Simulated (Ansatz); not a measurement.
Species: BBr3, SMILES `BrB(Br)Br` (charge 0, multiplicity 1).

Give a relaxed geometry from PBE0-D4/def2-TZVP (Ansatz, a program for electronic structure).

the end point of this relaxation (outside a Z-matrix the atoms follow the SMILES, hydrogens last).
Bonds (Å): Br1–B2 1.896, B2–Br3 1.896, B2–Br4 1.896. Angles (°): Br1–B2–Br3 120.0, Br1–B2–Br4 120.0, Br3–B2–Br4 120.0.
